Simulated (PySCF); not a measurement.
# ¹⁷O chemical shifts

- GIAO PBE0/pcSseg-1 shieldings
- GFN2-xTB structure
- code: PySCF
- non-relativistic, gas phase, one averaged value for each set of equivalent atoms, single conformer

Shieldings were converted by a linear fit to measured shifts: ¹⁷O (scatter 10.7 ppm rms, 12.2 ppm with the 3 outliers that the fit left out vs liquid water, solution or neat liquid). Occasional misses reach two or three times the rms, and more in compound classes unlike the fitted ones.

**Question.** Give the ¹⁷O shifts of `C[C@@H]1C[C@@]12COC[C@@H]2Cl`.

**Answer.** 
| compound | environment | δ (ppm) |
| --- | --- | --- |
| C[C@@H]1C[C@@]12COC[C@@H]2Cl | ether oxygen | 23.4 |

**Question.** Match the shifts 508.6, 87.7, 21.4 ppm to `C[C@@H]1[C@H]2CC[C@]1(Cl)CO2`, `C=COC[C@H](Cl)C(=C)C`, `C=CCC(C)(C)C(=O)Cl`.

**Answer.** 508.6: C=CCC(C)(C)C(=O)Cl (carbonyl oxygen); 87.7: C=COC[C@H](Cl)C(=C)C (ether oxygen); 21.4: C[C@@H]1[C@H]2CC[C@]1(Cl)CO2 (ether oxygen).
